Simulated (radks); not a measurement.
Task: The mean radii <r> (bohr) of the occupied orbitals of an atom or ion are listed with their occupations. Method: non-relativistic Kohn-Sham, TPSS, spin-polarised, spherical densities, point nucleus; meta-GGA in the generalised Kohn-Sham scheme; computed with a radial shooting solver on a logarithmic mesh with Libxc functionals.

| orbital | occ. | <r> |
|---|---|---|
| 1s up | 1 | 0.1763 |
| 1s down | 1 | 0.1761 |
| 2s up | 1 | 0.9963 |
| 2s down | 1 | 1.008 |
| 2p up | 3 | 1.085 |
| 2p down | 2 | 1.126 |

Name the element and its charge. Open shells, if any, are filled with parallel spins first.

Result: Z = 9, fluorine, charge 0: F in [He] 2s2 2p5. The 1s radius gives Z: for a bare nucleus <r> = 1.5/Z, 0.1667 bohr for Z = 9, and screening makes it slightly larger (0.1763 here). The occupations add up to 9, and the charge is Z minus that.
